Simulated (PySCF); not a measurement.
An unknown is described by computed data only.

Elements present: C, F, H and Si. Monoisotopic mass: 126.0301 u.

| Quantity | Value |
| --- | --- |
| Dipole | 2.13 D [CAM-B3LYP/def2-SVPD] |
| UV, first state | lowest singlet excitation: 5.48 eV (226 nm, f = 0.070) [TDDFT CAM-B3LYP/def2-SVPD] |
| Rotational structure | rotational constants A, B, C: 3.224, 1.136, 0.881 GHz [GFN2-xTB] |
| UV, strongest line | among the 8 lowest singlet transitions: S2 at 5.55 eV (224 nm, f = 0.209) [TDDFT CAM-B3LYP/def2-SVPD] |
| 13C NMR | chemical shifts (computed TMS as zero) by class: 150.7 (1 C), 133.3 (1 C), 95.0 (1 C), 90.9 (1 C), 86.9 (1 C), 21.1 (1 C) ppm [GIAO PBE0/pcSseg-1] |
| Triplet | lowest triplet excitation (Tamm–Dancoff): 3.51 eV [TDA CAM-B3LYP/def2-SVPD] |
| Polarisability | 95.3 au [CAM-B3LYP/def2-SVPD] |

The electronic properties come from PySCF, for the isolated species, density fitting. Levels stand in brackets. Geometry: GFN2-xTB; no solvent, vibrations or thermal averaging. Each NMR value is the plain mean over a class of atoms that symmetry, rotation or inversion makes alike.

Question: Which formula fits the mass and the elements?

Answer: C6H7FSi (calculated 126.0301). No other formula that holds each of these elements comes within 0.0003 u with a fitting electron parity and a possible valence count.

Question: What is the compound? Reason from the data.

Answer: Numbering: `[CH:1]#[C:2][C:3]1=[CH:4][C@@H:5]([F:6])[SiH2:7][CH2:8]1`. Its formula, C6H7FSi, gives 4 degrees of unsaturation: 1 ring and 3 π bonds in the structure found. 6 carbons fall into 6 classes; from least to most shielded: alkene CH carbon [C4] (150.7 ppm), fully substituted alkene carbon [C3] (133.3 ppm), sp3 C–F carbon [C5] (95.0 ppm), terminal alkyne carbon [C1] (90.9 ppm), alkyne carbon [C2] (86.9 ppm), ring sp3 carbon bound to silicon [C8] (21.1 ppm). The optimised geometry has point group C1 and is an asymmetric top. Structure: `C#CC1=C[C@@H](F)[SiH2]C1`. Computed isomers that give other values at the same levels: `Fc1ccccc1[SiH3]` (13C chemical shifts (computed TMS as zero) by class: 177.4 (1 C), 142.8 (1 C), 138.2 (1 C), 128.8 (1 C), 123.3 (1 C), 120.0 (1 C) ppm); `FC[SiH2]C#CC1=CC1` (13C chemical shifts (computed TMS as zero) by class: 126.2 (1 C), 113.2 (1 C), 110.9 (1 C), 105.5 (1 C), 78.5 (1 C), 14.4 (1 C) ppm); `C=C[Si@@H]1C=CC(F)=C1` (13C chemical shifts (computed TMS as zero) by class: 182.6 (1 C), 149.6 (1 C), 144.7 (1 C), 143.3 (1 C), 136.1 (1 C), 98.2 (1 C) ppm). The assignments are read from this structure; whether some other isomer fits the data as well wasn't checked. The mirror image fits equally.
